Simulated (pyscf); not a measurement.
Structures and frequencies: ωB97X-D3(BJ)/def2-SVP in PySCF. Singlets are restricted, triplets unrestricted.

Singlet (Å):
```xyz
7

Si     1.7415    -0.9591    -1.1164
In    -0.7344    -1.4677    -1.4847
As    -2.4559     0.3137    -0.7674
H      1.5540    -1.4915     0.3097
H     -1.4364    -2.9139    -2.1324
H     -3.1098     0.2896    -2.1402
H     -1.5437     1.4760    -1.1264
```

Triplet (Å):
```xyz
7

Si     1.4109    -1.5932    -0.7107
In    -0.9476    -1.6951    -1.5436
As    -2.4919     0.1973    -0.7535
H      1.8665    -0.4321     0.1303
H     -1.4907    -3.0003    -2.5268
H     -2.9228     0.4939    -2.1823
H     -1.3672     1.2174    -0.7882
```

Task: For these two minima of `[SiH][InH][AsH2]`, which spin state lies lower at ωB97X-D3(BJ)/def2-TZVP, and by how much (electronic energies)?

Result: The singlet, by 35.8 kJ/mol. Zero-point energy shifts E(triplet) − E(singlet) by +1.7 kJ/mol. The 7 functionals that were run give +4.3 (r²SCAN) to +47.0 kJ/mol (ωB97M-D3(BJ)). :HSi–InH–AsH₂ [singlet] lies 142.9 kJ/mol over its isomer H₃Si–In=AsH, and others may lie lower still (electronic energy, ωB97M-D3(BJ)). 

E(triplet) − E(singlet) by level (kJ/mol):

| level | gap |
|---|---|
| ωB97X-D3(BJ)/def2-TZVP | +35.8 |
| PBE/def2-TZVP | +23.6 |
| r²SCAN/def2-TZVP | +4.3 |
| B3LYP-D3(BJ)/def2-TZVP | +33.4 |
| PBE0-D3(BJ)/def2-TZVP | +15.6 |
| M06-2X/def2-TZVP | +24.0 |
| ωB97M-D3(BJ)/def2-TZVP | +47.0 |
| HF/def2-TZVP | -30.6 |

The triplet is the lowest one reached from the SCF start used. Elements up to Kr have no core potential and no relativistic terms here. Elements past Kr carry the def2 core potentials, without spin-orbit coupling.
